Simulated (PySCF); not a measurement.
# Ionisation energy of Ga by level of theory

Ga [Ar] 3d10 4s2 4p1 (2P) → Ga⁺ [Ar] 3d10 4s2 (1S), as a difference of total energies. All numbers are calculated (PySCF 2.14, scalar relativity by spin-free X2C-1e, in x2c-TZVPPall with one added diffuse shell each of s, p, d type (7s6p5d1f, 57 functions)). Correlated levels: valence: [Ar] 3d10 frozen. The calculations carry no spin-orbit coupling.

```json
{"method": "UHF", "ionisation energy (eV)": "5.519"}
{"method": "MP2 (valence)", "ionisation energy (eV)": "5.725"}
{"method": "SCS-MP2 (valence)", "ionisation energy (eV)": "5.706"}
{"method": "CCSD (valence)", "ionisation energy (eV)": "5.783"}
{"method": "CCSD(T) (valence)", "ionisation energy (eV)": "5.806"}
{"method": "CCSDT (valence)", "ionisation energy (eV)": "5.814"}
```

Problem. How much does correlation contribute at CCSD(T) (valence)?

Solution. 5.806 − (5.519) = 0.287 eV, measured against UHF.

A first-order spin-orbit estimate (lowest level to lowest level, LS coupling) adds 0.060 eV.

Errors of the correlated levels include the incompleteness of this basis and the frozen core.

For comparison: 5.999 eV (measured; NIST Atomic Spectra Database, ionization energies).
